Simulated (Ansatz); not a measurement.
Compare A (`O[SiH2]/C=C/[SiH3]`) with its isomer B (`O/C=C/[SiH2][SiH3]`).

Isolated molecules relaxed with PBE0-D4/def2-TZVP in Ansatz; ΔE leaves out vibrations. CCSD(T)/CBS adds triple-zeta CCSD(T) − MP2 to the extrapolated MP2 energy (def2 sets, frozen cores). Double bonds are as drawn, so ΔE can hold a change between cis and trans. Functionals use def2-TZVPP. Each species was taken in one conformer, which may not be the lowest.

A:

```xyz
13

O    -0.095    2.726    0.194
Si   -1.306    1.665   -0.156
C    -0.680   -0.088   -0.165
C     0.613   -0.402   -0.024
Si    1.263   -2.148   -0.025
H     0.184    2.794    1.107
H    -1.813    2.046   -1.497
H    -2.416    1.771    0.834
H    -1.402   -0.898   -0.288
H     1.327    0.415    0.092
H     1.969   -2.446    1.251
H     2.235   -2.348   -1.134
H     0.122   -3.087   -0.190
```

B:

```xyz
13

O     0.224    1.255   -2.937
C     0.475    0.419   -1.905
C     0.421    0.812   -0.634
Si    0.727   -0.360    0.759
Si   -1.179   -0.606    2.099
H     0.323    0.786   -3.769
H     0.725   -0.604   -2.180
H     0.163    1.850   -0.440
H     1.101   -1.685    0.186
H     1.848    0.102    1.628
H    -1.631    0.720    2.604
H    -2.292   -1.208    1.315
H    -0.905   -1.480    3.274
```

Task: Which is lower in electronic energy at CCSD(T)/CBS, and by how much? (An estimate is asked.)

Result: Ansatz gave: A, by 34.2 kcal/mol.

Task: Give E(B) − E(A) in kcal/mol with PBE0-D4, B2PLYP, CCSD(T)/def2-TZVPP, PBE-D4, r2SCAN-D4, HF/def2-TZVPP, MP2/def2-TZVPP. (Estimate.)

Result: The calculation gave: PBE0-D4 27.7, B2PLYP 33.5, CCSD(T)/def2-TZVPP 33.5, PBE-D4 25.5, r2SCAN-D4 29.9, HF/def2-TZVPP 36.8, MP2/def2-TZVPP 36.0. None reverses the order clearly.

Largest T1 diagnostic: 0.013.

From PBE to PBE0 (25 % exact exchange), in def2-TZVPP and without D4, E(B) − E(A) moves by +2.3 kcal/mol. In def2-TZVPP, CCSD(T) changes the Hartree–Fock value by −3.2 kcal/mol (the triples alone add −0.7 kcal/mol) and MP2 by −0.7 kcal/mol.
